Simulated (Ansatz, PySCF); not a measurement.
Sn(F)(Me)(OH)2 (CH5FO2Sn), SMILES [CH3][Sn]([OH])([OH])[F]. Atoms are numbered in the order given.

```xyz
10

C      2.1059    -0.2911     0.2846
Sn     0.0271    -0.0183     0.0116
O     -1.1531    -0.9905     1.2591
O     -0.4182     1.8967     0.0437
F     -0.5753    -0.7127    -1.7003
H      2.2724    -0.8480     1.2157
H      2.5862     0.6943     0.3380
H      2.4975    -0.8587    -0.5695
H     -1.7833    -1.5330     0.7681
H     -1.3701     2.0517     0.0568
```
Charge 0, spin multiplicity 1.

Geometry: PBE0-D3(BJ)/def2-SVP. The structure was generated by enumeration; whether it is a known compound was not checked. The def2 effective core potentials stand for the cores of Sn; spin–orbit coupling is left out. The values are those of a single conformer.

Two levels are set side by side: PBE-D3(BJ)/def2-SVP (Ansatz, a program for electronic structure) and PBE0-D3(BJ)/def2-SVP (Ansatz). Each level has its own optimised geometry; the coordinates shown are those of the second. Frequencies come from the Hessian of PySCF at each geometry. Differences are taken from unrounded values.

```json
[
 {"quantity": "mean bond length (Å)", "PBE0-D3(BJ)": "1.469"},
 {"quantity": "bond C1–Sn2 (Å)", "PBE0-D3(BJ)": "2.114"},
 {"quantity": "bond Sn2–O3 (Å)", "PBE0-D3(BJ)": "1.973"},
 {"quantity": "bond Sn2–O4 (Å)", "PBE0-D3(BJ)": "1.966"},
 {"quantity": "bond Sn2–F5 (Å)", "PBE0-D3(BJ)": "1.943"},
 {"quantity": "bond C1–H6 (Å)", "PBE0-D3(BJ)": "1.098"},
 {"quantity": "bond C1–H7 (Å)", "PBE0-D3(BJ)": "1.098"},
 {"quantity": "bond C1–H8 (Å)", "PBE0-D3(BJ)": "1.098"},
 {"quantity": "bond O3–H9 (Å)", "PBE0-D3(BJ)": "0.966"},
 {"quantity": "bond O4–H10 (Å)", "PBE0-D3(BJ)": "0.965"},
 {"quantity": "highest harmonic wavenumber (cm⁻¹)", "PBE0-D3(BJ)": "3894"},
 {"quantity": "mean harmonic wavenumber (cm⁻¹)", "PBE0-D3(BJ)": "1181"},
 {"quantity": "zero-point energy (kcal/mol)", "PBE0-D3(BJ)": "40.52"}
]
```

What does PBE-D3(BJ) give, and how far is it from PBE0-D3(BJ)? (Estimate from the structure and the level; the computed values follow.)


| quantity | PBE-D3(BJ) | PBE-D3(BJ) minus PBE0-D3(BJ) |
|---|---|---|
| mean bond length (Å) | 1.486 | 0.018 |
| bond C1–Sn2 (Å) | 2.140 | 0.025 |
| bond Sn2–O3 (Å) | 2.004 | 0.030 |
| bond Sn2–O4 (Å) | 1.996 | 0.030 |
| bond Sn2–F5 (Å) | 1.967 | 0.024 |
| bond C1–H6 (Å) | 1.105 | 0.008 |
| bond C1–H7 (Å) | 1.105 | 0.008 |
| bond C1–H8 (Å) | 1.105 | 0.008 |
| bond O3–H9 (Å) | 0.979 | 0.013 |
| bond O4–H10 (Å) | 0.977 | 0.013 |
| highest harmonic wavenumber (cm⁻¹) | 3709 | -185 |
| mean harmonic wavenumber (cm⁻¹) | 1138 | -43 |
| zero-point energy (kcal/mol) | 39.03 | -1.49 |

Exact exchange shortens and stiffens bonds; PBE has none. Differences between two approximate levels are no errors against the true value.
